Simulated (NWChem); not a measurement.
Correlation energy of iodine monochloride (ClI)

SMILES: ClI
```xyz
2

Cl     0.0000     0.0000     1.8075
I      0.0000     0.0000    -0.5798
```
Charge 0, spin multiplicity 1.

The numbers come from NWChem runs, not from measurements. All single points use one geometry, from B3LYP/def2-SVP with def2 effective core potentials on I, a minimum by its harmonic frequencies.

Basis set: def2-SVP. Each correlation energy counts from its own Hartree-Fock reference.

```
method        correlation energy (mHa)  difference from CCSD(T)
------------  ------------------------  -----------------------
CR-CCSD[T]                      -276.6                     +1.0
CCSD                            -271.5                     +6.1
CCSD(T)                         -277.6                      0.0
CR-CCSD(T)                      -276.4                     +1.1
CCSD+T(CCSD)                    -277.7                     -0.1
SCS-MP2                         -239.6                    +38.0
MP2                             -249.3                    +28.3
```

The values span 38.1 mHa, from CCSD+T(CCSD) (lowest) to SCS-MP2 (highest). 

Effective core potentials replace the inner electrons of I; spin-orbit coupling is left out. The correlated methods keep 9 core orbitals frozen. Differences from the coupled-cluster row are differences between methods, not errors against experiment.
